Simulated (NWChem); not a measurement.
All runs are NWChem calculations. System: BeF$_{2}$, charge 0, spin multiplicity 1, at a geometry optimised with B3LYP/def2-SVP. The structure started from a generated list of species. Level: CR-CCSD(T)/cc-pVTZ, 3 core orbitals frozen.

Input file:

```
start mol
memory heap 100 mb stack 700 mb global 1900 mb
geometry units angstroms nocenter noautoz
  Be     0.000000     0.000000     0.000000
  F      0.000000     0.000000     1.386504
  F      0.000000     0.000000    -1.386504
  symmetry group D2h
end
basis spherical
  * library cc-pvtz
end
scf
  rhf
  nopen 0
  maxiter 100
  thresh 1e-7
  semidirect memsize 60000000 filesize 0
end
tce
  freeze core 3
  cr-ccsd(t)
  2eorb
  2emet 13
  thresh 1e-6
  maxiter 100
  tilesize 24
end
task tce energy
```

Output (cleaned and shortened):

```
             Northwest Computational Chemistry Package (NWChem) 7.3.0
             --------------------------------------------------------

                                NWChem Input Module
                                -------------------

 Scaling coordinates for geometry "geometry" by  1.889725989
 (inverse scale =  0.529177249)

 Turning off AUTOSYM since
 SYMMETRY directive was detected!

                             Geometry "geometry" -> ""
                             -------------------------

 Output coordinates in angstroms (scale by  1.889725989 to convert to a.u.)

  No.       Tag          Charge          X              Y              Z
 ---- ---------------- ---------- -------------- -------------- --------------
    1 Be                   4.0000     0.00000000     0.00000000     0.00000000
    2 F                    9.0000     0.00000000     0.00000000     1.38650400
    3 F                    9.0000     0.00000000     0.00000000    -1.38650400

 Effective nuclear repulsion energy (a.u.)      42.9370852969

            Nuclear Dipole moment (a.u.)
            ----------------------------
        X                 Y               Z
 ---------------- ---------------- ----------------
     0.0000000000     0.0000000000     0.0000000000

      Symmetry information
      --------------------

 Group name             D2h
 Group number             26
 Group order               8
 No. of unique centers     2

      Symmetry unique atoms

     1    2


 Summary of "ao basis" -> "" (spherical)
 ------------------------------------------------------------------------------
       Tag                 Description            Shells   Functions and Types
 ---------------- ------------------------------  ------  ---------------------
 *                          cc-pvtz                   on all atoms

 Summary of "ao basis" -> "ao basis" (spherical)
 ------------------------------------------------------------------------------
       Tag                 Description            Shells   Functions and Types
 ---------------- ------------------------------  ------  ---------------------
[...]
      Number of processors :     1
         Wavefunction type : Restricted Hartree-Fock
          No. of electrons :    22
           Alpha electrons :    11
            Beta electrons :    11
           No. of orbitals :   180
            Alpha orbitals :    90
             Beta orbitals :    90
        Alpha frozen cores :     3
         Beta frozen cores :     3
     Alpha frozen virtuals :     0
      Beta frozen virtuals :     0
         Spin multiplicity : singlet
    Number of AO functions :    90
       Number of AO shells :    30
        Use of symmetry is : on
      Symmetry adaption is : on
         Schwarz screening : 0.10D-09

          Correlation Information
          -----------------------
          Calculation type : Coupled-cluster singles & doubles w/ perturbation
   Perturbative correction : Completely renormalized (T)
            Max iterations :      100
        Residual threshold : 0.10D-05
     T(0) DIIS level shift : 0.00D+00
     L(0) DIIS level shift : 0.00D+00
     T(1) DIIS level shift : 0.00D+00
     L(1) DIIS level shift : 0.00D+00
     T(R) DIIS level shift : 0.00D+00
     T(I) DIIS level shift : 0.00D+00
   CC-T/L Amplitude update :  5-th order DIIS
                I/O scheme : Global Array Library
        L-threshold :  0.10D-05
        EOM-threshold :  0.10D-05
 no EOMCCSD initial starts read in
 TCE RESTART OPTIONS
 SLICE:      F
 D4D5:       F
 quantumc:   F
 qrotation:  F
 pwtce:      F
 qducc:      F
 nacto:                         0
 nrotv:                         0
 nrot:                          0

            Memory Information
            ------------------
          Available GA space size is     249028700 doubles
          Available MA space size is     104853788 doubles

 Maximum block size supplied by input
 Maximum block size        24 doubles

 tile_dim =     17

 -------------------------------------------------

 Global array virtual files algorithm will be used

 Parallel file system coherency ......... OK

 4-electron integrals stored in orbital form

 v2    file size   =          1551517
 4-index algorithm nr.  13 is used
 imaxsize =       30
 imaxsize ichop =        0


CCSD iterations
 ---------------------------------------------------------
 Iter          Residuum       Correlation     Cpu    Wall
 ---------------------------------------------------------
    1   0.1912413175691  -0.5547949738172     1.4     1.4
    2   0.0387844259610  -0.5449423621174     1.4     1.4
    3   0.0114144001173  -0.5523445372245     1.4     1.4
    4   0.0050846204798  -0.5521668068138     1.2     1.2
    5   0.0017551616284  -0.5527357739679     1.5     1.5
    6   0.0005579362156  -0.5527934156021     1.4     1.4
    7   0.0002418665492  -0.5528027018405     1.9     1.9
    8   0.0000858752486  -0.5528084659477     1.2     1.2
    9   0.0000554012522  -0.5528088338717     1.5     1.5
   10   0.0000202867041  -0.5528113516064     1.1     1.1
   11   0.0000046354355  -0.5528123073621     1.1     1.1
   12   0.0000015871321  -0.5528122305056     1.4     1.4
   13   0.0000006856440  -0.5528122945398     1.8     1.8
 -----------------------------------------------------------------
 Iterations converged
 CCSD correlation energy / hartree =        -0.552812294539760
 CCSD total energy / hartree       =      -214.317377955028576

 Singles contributions

 Doubles contributions
 CR-CCSD(T)

 CR-CCSD[T]  correction energy / hartree =        -0.013805937325591
 CR-CCSD[T] correlation energy / hartree =        -0.566618231865351
 CR-CCSD[T] total energy / hartree       =      -214.331183892354176
 CR-CCSD(T)  correction energy / hartree =        -0.012863016198404
 CR-CCSD(T) correlation energy / hartree =        -0.565675310738163
 CR-CCSD(T) total energy / hartree       =      -214.330240971226971

 Task  times  cpu:       42.7s     wall:       42.7s

 Total times  cpu:       42.7s     wall:       42.7s
```
